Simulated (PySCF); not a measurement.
Stepwise substitution at one centre (Ge OCH3-I). All species are isolated molecules in the gas phase. One relaxed conformer stands for each flexible species; it need not be the lowest. Strings in code marks are SMILES.

All values below come from B3LYP-D3(BJ)/def2-TZVP // PBE0-D3(BJ)/def2-SVP in PySCF 2.14.0. B3LYP has the VWN-RPA correlation part, as in Gaussian. Delta-SCF ions had no search for a lower state. Excitations are Tamm–Dancoff values on a coarser integration grid. The basis has no diffuse functions, so Rydberg states are missing or too high.

| species | vertical ionisation energy (Delta-SCF) (eV) | S1–T1 gap (TDA) (eV) | HOMO (eV) |
|---|---|---|---|
| 0 of 4 OCH3 replaced by I (`C[O][Ge]([O]C)([O]C)[O]C`) | 9.65 | (withheld) | -7.81 |
| 1 of 4 OCH3 replaced by I | 9.64 | 0.46 | -7.60 |
| 2 of 4 OCH3 replaced by I | 9.39 | (withheld) | -7.47 |
| 3 of 4 OCH3 replaced by I (`C[O][Ge]([I])([I])[I]` (C–O–Ge–I torsion 180°)) | 9.22 | (withheld) | -7.44 |
| 4 of 4 OCH3 replaced by I (`[I][Ge]([I])([I])[I]`) | 9.20 | – | -7.52 |

What belongs in the gaps?


- 0 of 4 OCH3 replaced by I (`C[O][Ge]([O]C)([O]C)[O]C`), S1–T1 gap (TDA) (eV): 0.41
- 2 of 4 OCH3 replaced by I, S1–T1 gap (TDA) (eV): 0.43
- 3 of 4 OCH3 replaced by I (`C[O][Ge]([I])([I])[I]` (C–O–Ge–I torsion 180°)), S1–T1 gap (TDA) (eV): 0.32
